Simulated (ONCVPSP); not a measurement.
**oxygen (O): ONCV pseudisation with PBE, scalar-relativistic reference atom.**

ONCVPSP 4.0.1 input, shortened (lines: element, Z, core and valence counts, functional; n l f; lmax; l rc ep ncon nbas qcut; lloc lpopt rc5 dvloc0; l nproj debl; icmod fcfact rcfact), PBE, scalar-relativistic:

```
  O 8.00    1    2        4      upf
    1    0    2.00
    2    0    1.00
    2    1    5.00
    2
    0    0.60    0.00    4    8   11.90
    1    1.30    0.00    4    9   10.70
    2    1.15    0.04    5    8    7.60
    4    3    0.55    0.00
    0    1    2.90
    1    2    1.90
    2    2    1.00
    0    0.00    0.00
```

All-electron outer shells of the reference configuration (PBE, scalar-relativistic, ld1.x):

```json
{"shell": "1s", "level (eV)": "-515.42", "outermost node (bohr)": "–", "outermost maximum (bohr)": "0.13"}
{"shell": "2s", "level (eV)": "-24.42", "outermost node (bohr)": "0.28", "outermost maximum (bohr)": "0.87"}
{"shell": "2p", "level (eV)": "-9.45", "outermost node (bohr)": "–", "outermost maximum (bohr)": "0.82"}
```

(1) Estimate the cutoffs (Ha) at which the residual kinetic energy of the hardest occupied pseudo-wave falls to 1 and 0.1 mHa per electron.

(2) Does the potential have ghost states?

(3) Which valence shell sets the plane-wave cutoff?

(4) Tests: 2s2 2p4; 2s2 2p3; 2s2 2p2; 2s1 2p4. Which has the largest error in its energy relative to the reference configuration, and how large is it?

Answers

(1) 147 Ha and 464 Ha.

(2) No bound ghost flagged; GHOST(+) flags only above 600 eV.

(3) 2s: 147 Ha for 1 mHa per electron, against 38 Ha for 2p.

(4) 2s2 2p2, with +202 meV (all-electron minus pseudo) on +35.07 eV.
